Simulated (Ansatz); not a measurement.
C2H8ClGeNO, SMILES `C[O][Ge]([CH3])([NH2])[Cl]`. The species carries charge 0 and has multiplicity 1. Correlated methods include outer-core shells of Ge, which these sets cover unevenly. Scalar relativity is left out up to krypton.

```
atom   x (Å)   y (Å)   z (Å)
  C1   2.099   0.187  -0.716
  O2   1.279   0.264   0.427
 Ge3  -0.384  -0.323   0.382
  C4  -1.551   0.666  -0.795
  N5  -0.883  -0.241   2.121
 Cl6  -0.292  -2.362  -0.394
  H7   3.088   0.557  -0.440
  H8   2.201  -0.842  -1.078
  H9   1.720   0.809  -1.537
 H10  -1.579   1.710  -0.485
 H11  -2.558   0.248  -0.752
 H12  -1.189   0.595  -1.821
 H13  -1.771  -0.673   2.332
 H14  -0.180  -0.596   2.756
```

(1) Give the diagnostics of a CCSD(T)/def2-TZVPP run (frozen core, Ansatz 0.2.0). (Best estimate.)

Results:

(1) Computed: T1 = 0.0105, largest single amplitude 0.011, largest double 0.013, (T) share of the correlation energy 3.8 %, 9 CCSD cycles. The RHF solution is stable towards an unrestricted one. T1 lies under the customary mark of 0.02 for closed shells.
